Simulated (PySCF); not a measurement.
**Correlation energy of Ne(2+) (neon, charge +2)**

[He] 2s2 2p4, high-spin 3P determinant. All numbers are calculated (PySCF 2.14, no relativity, point nucleus, in pcseg-2 (4s3p2d1f, 30 functions)). Frozen: 1s2; 6 electrons correlated.

MP2 pair energies summed by pair of shells (mhartree):

```
 pair  energy  share (%)
2p-2p  -61.52       48.4
2s-2p  -57.28       45.1
2s-2s   -8.27        6.5
```

Total MP2 correlation energy: -127.07 mhartree.

Same-spin part -30.90 and opposite-spin part -96.18 mhartree; SCS-MP2 scales them by 1/3 and 6/5 to -125.71 mhartree.

```json
{"level": "CCSD", "correlation energy (mhartree)": "-141.59"}
{"level": "(T)", "correlation energy (mhartree)": "-1.20"}
{"level": "CCSD(T)", "correlation energy (mhartree)": "-142.79"}
```

Diagnostics: T1 = 0.0031, D1 = 0.0056, largest double amplitude 0.024.

Task: Is a single reference adequate?

Result: Yes: T1 lies below 0.03 and no double amplitude reaches 0.07.
